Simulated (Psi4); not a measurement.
Ir (SMILES [Ir]), quartet (core potentials on Ir); PBE/def2-SVP run with Psi4 1.11.

Here is a job for Psi4.
```
memory 2 GB

molecule mol {
0 4
Ir    0.000000    0.000000    0.000000
}

set {
  basis def2-svp
  reference uks
  basis_guess sto-3g
}

energy('pbe')
print_variables()
```

Task: Predict the main parts of the log of this Psi4 run.

Result: 
```
  //>>>>>>>>>>>>>>>>>>>>>>>>>>>>>>>>>>>//
  //      Guess SCF, STO-3G Basis      //
  //<<<<<<<<<<<<<<<<<<<<<<<<<<<<<<<<<<<//

Traceback (most recent call last):
  File "psi4", line 375, in <module>
  File "<string>", line 23, in <module>
  File "site-packages/psi4/driver/driver.py", line 533, in energy
  File "site-packages/psi4/driver/procrouting/proc.py", line 2760, in run_scf
  File "site-packages/psi4/driver/procrouting/proc.py", line 1905, in scf_helper
  File "site-packages/psi4/driver/p4util/python_helpers.py", line 229, in _core_wavefunction_build
  File "site-packages/psi4/driver/p4util/python_helpers.py", line 169, in _pybuild_basis
  File "site-packages/psi4/driver/qcdb/libmintsbasisset.py", line 722, in pyconstruct
  File "site-packages/psi4/driver/qcdb/libmintsbasisset.py", line 976, in construct

psi4.driver.qcdb.exceptions.BasisSetNotFound: BasisSet::construct: Unable to find a basis set for atom 1 for key BASIS among:
  Shell Entries: ['IR']
  Basis Sets: [('STO-3G', 'STO-3G', None)]
  File Path: tmpq2g08tp9, tmpq2g08tp9, basis
  Input Blocks:

Printing out the relevant lines from the Psithon --> Python processed input file:
    ""","mol")
    core.IO.set_default_namespace("mol")
    core.set_global_option("BASIS", "def2-svp")
    core.set_global_option("REFERENCE", "uks")
    core.set_global_option("BASIS_GUESS", "sto-3g")
--> energy('pbe')
    print_variables()

!----------------------------------------------------------------------------------!
!                                                                                  !
!  BasisSet::construct: Unable to find a basis set for atom 1 for key BASIS among: !
!   Shell Entries: ['IR']                                                          !
!   Basis Sets: [('STO-3G', 'STO-3G', None)]                                       !
!   File Path: tmpq2g08tp9,      !
!     tmpq2g08tp9,               !
!     basis                                          !
!   Input Blocks:                                                                  !
!                                                                                  !
!----------------------------------------------------------------------------------!

QcdbException BasisSetNotFound: BasisSet::construct: Unable to find a basis set for atom 1 for key BASIS among:
  Shell Entries: ['IR']
  Basis Sets: [('STO-3G', 'STO-3G', None)]
  File Path: tmpq2g08tp9, tmpq2g08tp9, basis
  Input Blocks:
```

The input was rejected before any calculation.
